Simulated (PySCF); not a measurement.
H₄InN. Atoms are numbered in the order given.

```xyz
6

In     0.0000     0.0000     0.2959
H      0.0000    -1.5522     1.0189
H      0.0000     1.5522     1.0189
N      0.0000     0.0000    -1.7114
H      0.0000    -0.8308    -2.2787
H      0.0000     0.8308    -2.2787
```
Charge 0, spin multiplicity 1.

Geometry optimised at PBE0-D3(BJ)/def2-TZVP. The def2 effective core potentials stand for the cores of In; spin–orbit coupling is left out.

Level of theory: PBE0/def2-TZVPD (PySCF).

Mulliken values depend strongly on the basis, most of all with diffuse functions as here. ESP charges are fitted to the potential on shells at 1.4 to 2.0 van der Waals radii. Atomic charges (e):

```csv
atom,ESP fit,Mulliken
In1,0.75,0.41
H2,-0.21,-0.12
H3,-0.21,-0.12
N4,-1.02,-0.48
H5,0.35,0.16
H6,0.35,0.16
```
